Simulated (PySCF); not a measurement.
cyclopropene (C3H4), singlet, at a GFN2-xTB geometry; DF-HF/pcseg-1 in PySCF.

Here is a job for PySCF.
```python
from pyscf import gto, scf

mol = gto.Mole()
mol.atom = '''
    C    -0.023980   -0.009884    0.852919
    C     0.014152   -0.642536   -0.506755
    C     0.013921    0.654107   -0.491735
    H     0.865702   -0.016920    1.474061
    H    -0.947157   -0.016654    1.423095
    H     0.028731   -1.565950   -1.030141
    H     0.028167    1.589403   -0.993590
'''
mol.basis = 'pcseg-1'
mol.charge = 0
mol.spin = 0
mol.verbose = 4
mol.max_memory = 1800
mol.build()

mf = scf.RHF(mol)
mf = mf.density_fit(auxbasis='def2-universal-jkfit')
mf.kernel()
```

It wrote (shortened):

```
PySCF version 2.14.0

[INPUT] verbose = 4
[INPUT] num. atoms = 7
[INPUT] num. electrons = 22
[INPUT] charge = 0
[INPUT] spin (= nelec alpha-beta = 2S) = 0
[INPUT] symmetry False subgroup None
[INPUT] Mole.unit = angstrom
[INPUT] Symbol           X                Y                Z      unit          X                Y                Z       unit  Magmom
[INPUT]  1 C     -0.023980000000  -0.009884000000   0.852919000000 AA   -0.045315632467  -0.018678053015   1.611783316438 Bohr   0.0
[INPUT]  2 C      0.014152000000  -0.642536000000  -0.506755000000 AA    0.026743404115  -1.214217065174  -0.957628162254 Bohr   0.0
[INPUT]  3 C      0.013921000000   0.654107000000  -0.491735000000 AA    0.026306877380   1.236083086161  -0.929244475863 Bohr   0.0
[INPUT]  4 H      0.865702000000  -0.016920000000   1.474061000000 AA    1.635939685488  -0.031974166028   2.785571580902 Bohr   0.0
[INPUT]  5 H     -0.947157000000  -0.016654000000   1.423095000000 AA   -1.789867326965  -0.031471498879   2.689259799238 Bohr   0.0
[INPUT]  6 H      0.028731000000  -1.565950000000  -1.030141000000 AA    0.054293721285  -2.959216624763  -1.946684359686 Bohr   0.0
[INPUT]  7 H      0.028167000000   1.589403000000  -0.993590000000 AA    0.053227915751   3.003536371562  -1.877612980107 Bohr   0.0

nuclear repulsion = 64.1101600291322
number of shells = 17
number of NR pGTOs = 103
number of NR cGTOs = 62
basis = pcseg-1
ecp = {}

******** <class 'pyscf.df.df_jk.DFRHF'> ********
method = DFRHF
initial guess = minao
damping factor = 0
level_shift factor = 0
DIIS = <class 'pyscf.scf.diis.CDIIS'>
diis_start_cycle = 1
diis_space = 8
diis_damp = 0
SCF conv_tol = 1e-09
SCF conv_tol_grad = None
SCF max_cycles = 50
direct_scf = False
Set gradient conv threshold to 3.16228e-05
Initial guess from minao.
******** <class 'pyscf.df.df.DF'> ********
auxbasis = def2-universal-jkfit
init E= -116.540980446555
  HOMO = -0.235266892910156  LUMO = 0.0553344032822984  gap/eV = 7.90766
cycle= 1 E= -115.759511689958  delta_E= 0.781  |g|= 0.283  |ddm|=  2.5
  HOMO = -0.38027212168769  LUMO = 0.127640070345682  gap/eV = 13.82099
cycle= 2 E= -115.788838038035  delta_E= -0.0293  |g|= 0.0821  |ddm|= 0.394
  HOMO = -0.349160481844706  LUMO = 0.15964133639176  gap/eV = 13.84520
cycle= 3 E= -115.791061666502  delta_E= -0.00222  |g|= 0.0304  |ddm|= 0.131
  HOMO = -0.358573799204561  LUMO = 0.152021101825  gap/eV = 13.89399
cycle= 4 E= -115.791350377885  delta_E= -0.000289  |g|= 0.00296  |ddm|= 0.0452
  HOMO = -0.358257399024972  LUMO = 0.152026145404937  gap/eV = 13.88552
cycle= 5 E= -115.791355686666  delta_E= -5.31e-06  |g|= 0.000703  |ddm|= 0.00809
  HOMO = -0.358108043232493  LUMO = 0.152168850192406  gap/eV = 13.88534
cycle= 6 E= -115.791356028071  delta_E= -3.41e-07  |g|= 0.000212  |ddm|= 0.00196
  HOMO = -0.358090130483259  LUMO = 0.152166011196923  gap/eV = 13.88478
cycle= 7 E= -115.791356051857  delta_E= -2.38e-08  |g|= 7.38e-05  |ddm|= 0.000456
  HOMO = -0.358083633888556  LUMO = 0.152171695778732  gap/eV = 13.88475
cycle= 8 E= -115.79135605464  delta_E= -2.78e-09  |g|= 1.04e-05  |ddm|= 0.000185
  HOMO = -0.358083243265284  LUMO = 0.152172139959001  gap/eV = 13.88476
cycle= 9 E= -115.791356054729  delta_E= -8.88e-11  |g|= 1.93e-06  |ddm|= 4.45e-05
  HOMO = -0.358083241514992  LUMO = 0.152172308593695  gap/eV = 13.88476
Extra cycle  E= -115.791356054731  delta_E= -1.99e-12  |g|= 7.39e-07  |ddm|= 4.65e-06
converged SCF energy = -115.791356054731
```
